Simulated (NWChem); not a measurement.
System: BBr2Cl; SMILES BrB(Cl)Br

Program: NWChem. The geometry was optimised at PBE-D3(BJ)/def2-SVP. Level MN15/def2-SVP: energy and gradient on several grids; changes count from the extra-fine grid, which is no exact limit either.

Q: Which is the coarsest grid (fine; medium; xfine; xcoarse; coarse) from which on the energy stays within 500 μHa and each gradient component within 500 μHa/bohr of xfine?

A: coarse.
| grid | size of the energy change (μHa) | largest change of a gradient component (μHa/bohr) |
|---|---|---|
| xcoarse | 700 | 2000 |
| coarse | 20 | 200 |
| medium | < 10 | 60 |
| fine | < 10 | < 30 |
| xfine | < 10 | < 30 |
